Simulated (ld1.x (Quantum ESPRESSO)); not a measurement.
## LDA (PZ) TM dataset for Si (Z = 14), scalar-relativistic all-electron reference.

ld1.x (Quantum ESPRESSO) 7.5 input, shortened:

```
&input
   title='Si', zed=14., rel=1, dft='PZ', iswitch=3,
   config='[Ne] 3s1.75 3p2.25'
 /
 &inputp
   pseudotype=2, tm=.true., lloc=-2, rcloc=2.10,
   nlcc=.true., new_core_ps=.true., rcore=1.30
 /
2
3S  1  0   1.75   0.00  1.50  1.50  0.0
3P  2  1   2.25   0.00  2.35  2.35  0.0
 &test
   configts(1)='3s1.75 3p2.25'
 /
```

- Cutoffs needed: 15 Ry and 40 Ry (the cutoffs (Ry, on a coarse ladder) from which the occupation-weighted sum of valence levels, in a spherical-Bessel basis at the reference potential, stays within 10 and 1 mRy of its value at 400 Ry)
- Ghost test: no extra level below or beside the all-electron valence levels (s, p, d, f tested) (spherical-Bessel basis up to 400 Ry, 20 bohr box)
- Largest excitation error: +14 meV (all-electron minus pseudo) for 3s2 3p0, out of 7 test configurations
